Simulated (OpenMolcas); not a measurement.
# Nb3+ in Cs2NaYCl6: curves along the breathing mode

Nb3+ with its 6 nearest chloride ions, on the Y site of Cs2NaYCl6 (a = 10.7396 Å, distance in the model lattice 2.619 Å). The rest of the host is ab initio model potentials to 7.6 Å, with orthogonalisation functions on the cations behind the ligands, and point charges beyond; the distance is set by hand and nothing relaxes. Ligand basis ANO-RCC-VDZP.

```json
{"Program": "OpenMolcas", "Method": "SS-CASPT2, IPEA 0.25 Eh, imaginary shift 0.1 Eh (closed shells correlated: 4s 4p and the ligand valence shells)", "Basis": "ANO-RCC-VDZP [6s5p3d1f]", "Scalar Hamiltonian": "DKH2, point nucleus", "Active space": "2 electrons in 5 orbitals (4d)", "State averaging": "2S+1 = 3 even, 10 roots; 2S+1 = 1 even, 15 roots", "Spin-orbit coupling": "state interaction with AMFI integrals over the reference wave functions"}
```

Spin-free energies (labels of O, the rotations of Oh) in cm-1 above the lowest fitted minimum, as all ligands move together:

```csv
R (Å),3T1,1T2,1E,1A1,3T1(2),3A2,1E(2)
2.362,3170,9370,9720,18240,34000,55070,61210
2.418,510,6880,7220,15910,29110,47700,54220
2.473,130,6720,7080,15880,26830,43160,49900
2.529,1690,8530,8910,17770,26710,40920,47900
2.584,4990,11940,12330,21230,28400,40760,47930
2.64,9960,16860,17270,26150,31740,42430,49760
2.696,15910,23010,23460,32310,36470,45740,53230
```

Cubic fits give the following; the wavenumber is harmonic, with the mass of all moving ligands, small differences in it between states hang on the degree of the fit, a number in brackets counts states of one label, and the table is a selection of at most 14 states with clean curves.

| State | R0 (Å) | Breathing mode (cm-1) | Minimum (cm-1) |
| --- | --- | --- | --- |
| 3T1 | 2.456 | 328 | 0 |
| 1T2 | 2.450 | 327 | 6550 |
| 1E | 2.450 | 328 | 6900 |
| 1A1 | 2.447 | 325 | 15660 |
| 3T1(2) | 2.505 | 322 | 26490 |
| 3A2 | 2.560 | 316 | 40590 |
| 1E(2) | 2.555 | 316 | 47660 |
| 1A1(2) | 2.548 | 315 | 56250 |

The minimum of 3T1(2) is shifted by +0.0493 Å against 3T1 (from the unrounded fits). With M = 212.7 u for the moving shell, the Huang-Rhys factor in this mode is S = M ω ΔR² / 2ħ = 0.01483 × 212.7 × 328 × 0.0493² = 2.51. Only the first shell moves, against a rigid host.

Roots that are degenerate in the reference are averaged as groups; the widest CASPT2 spread within a group is 730 cm-1 (the 3-fold group of multiplicity 1 near 29200 cm-1 above the lowest state of its run, R = 2.418). Shifts and gaps below about the spread of the groups concerned are not significant. Over all roots computed the reference weight is 0.67 to 0.68 in R = 2.362, 0.67 to 0.68 in R = 2.418, 0.67 to 0.68 in R = 2.473, 0.67 to 0.68 in R = 2.529, 0.67 to 0.68 in R = 2.584, 0.67 to 0.68 in R = 2.64, 0.67 to 0.68 in R = 2.696; a low but even weight reflects the number of correlated electrons. An orbital triplet at a regular site is open to Jahn-Teller coupling, which can distort the site and quench the lowest spin-orbit gaps and is left out. Ligand-to-metal charge-transfer states are missing. With no ligand orbital active B as a rule stays too high, so bands that hang on it stand too high and its fall with covalency is understated. With one d shell and no ligand orbital active, 10Dq can be off by a tenth or more. The least metal-like active orbital is 72 % on the metal (Löwdin) and no ligand orbital is active, so the numbers are rough (holds for R = 2.362). The least metal-like active orbital is 75 % on the metal (Löwdin) and no ligand orbital is active, so the numbers are rough (holds for R = 2.418). The least metal-like active orbital is 77 % on the metal (Löwdin) and no ligand orbital is active, so the numbers are rough (holds for R = 2.473). The least metal-like active orbital is 79 % on the metal (Löwdin) and no ligand orbital is active, so the numbers are rough (holds for R = 2.529). The least metal-like active orbital is 80 % on the metal (Löwdin) and no ligand orbital is active, so the numbers are rough (holds for R = 2.584). The least metal-like active orbital is 81 % on the metal (Löwdin) and no ligand orbital is active, so the numbers are rough (holds for R = 2.64). The least metal-like active orbital is 83 % on the metal (Löwdin) and no ligand orbital is active, so the numbers are rough (holds for R = 2.696). No measured value stands beside these numbers.
